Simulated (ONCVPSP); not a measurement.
zinc, ONCV: configuration errors across variants

ONCVPSP 4.0.1 input, shortened (lines: element, Z, core and valence counts, functional; n l f; lmax; l rc ep ncon nbas qcut; lloc lpopt rc5 dvloc0; l nproj debl; icmod fcfact rcfact), PBE, scalar-relativistic:

```
  Zn 30.00    3    4        4      upf
    1    0    2.00
    2    0    2.00
    2    1    6.00
    3    0    2.00
    3    1    6.00
    3    2   10.00
    4    0    2.00
    2
    0    1.10    0.00    4    9   13.10
    1    0.95    0.00    4    7   14.50
    2    1.40    0.00    3    7   13.70
    4    3    0.65    0.00
    0    2    3.80
    1    2    1.30
    2    2    2.30
    3    6.00    1.50
```

In the p channel the program set the typed energies aside and used -3.065, 0.250 Ha.

All-electron excitation energies from the reference (eV): (1) 3s2 3p6 3d10 4s1 9.889; (2) 3s2 3p6 3d10 4s0 28.331; (3) 3s2 3p6 3d9 4s0 68.865; (4) 3s2 3p6 3d10 4s1.5 3.941.

1 further variants failed, have other tests or another functional or relativity, and are left out.

Errors AE − PS in meV (a dash: test not solved or not reliable):

```csv
change,(1),(2),(3),(4),bound ghosts,GHOST(+) flags above zero
base,+0.8,+6.0,+6.5,+0.1,none,none
s: rc 1.38,+0.4,+4.4,+5.4,-0.1,none,none
d: qcut 14.3,+0.6,+5.2,+4.1,0.0,none,none
d: qcut 15.7,+0.6,+5.2,+4.0,0.0,none,none
"all radii but the core radius scaled by about 1.13 (s 1.24, p 1.08, d 1.58 bohr); local potential polynomial inside 0.74 bohr (lpopt 3, dvloc0 0 Ha)",+1.2,+7.3,+18,+0.1,none,none
```

Task: Give the same row for: core correction Teter function, fcfact 6, rcfact 1.84.

Result: +0.8, +5.8, +6.3, +0.1; bound ghosts: none; GHOST(+) flags above zero: none.
